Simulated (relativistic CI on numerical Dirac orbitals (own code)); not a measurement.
**One change at a time: Ru³³⁺**

Base calculation: Dirac-Coulomb-Breit CI, orbitals from a KLI potential per configuration, QED by a radiative potential, unscaled Slater integrals.

Configurations in the expansion (outside the closed core [Ne]): 3s, 3p, 3d, 4s, 4p, 4d, 4f, 5s, 5p, 5d, 5f, 5g, 6s, 6p, 6d, 7s, 7p. Levels of other configurations are missing.

Variants: (1) QED terms removed. Shifts of the energy above 3s ²S1/2, in eV, for the lowest level and the first level of each name with at least 55 % of one term (blank where a level changes its place among those of its configuration and J or its character, or is not in the variant):

```tsv
Level	Base	Δ(1)
3s ²S1/2	0.00	0.00
3p ²P°1/2	75.08	+0.72
3p ²P°3/2	108.34	+0.66
3d ²D3/2	206.22	+0.73
3d ²D5/2	213.19	+0.71
4s ²S1/2	922.12	+0.41
4p ²P°1/2	952.98	+0.71
4p ²P°3/2	966.40	+0.68
4d ²D3/2	1003.23	+0.71
4d ²D5/2	1006.28	+0.70
4f ²F°5/2	1025.26	+0.70
4f ²F°7/2	1026.52	+0.70
5s ²S1/2	1329.26	+0.56
5p ²P°1/2	1344.76	+0.70
```

At this charge energies of transitions that change n are usually good to better than 1 %, and those within a shell (Δn = 0) to a few per cent.

Ionisation energy from the two ground configurations alone: base 2012.17 eV; QED terms removed 2012.87 eV. The NIST ASD value (semi-empirical) is 2013.04 eV.
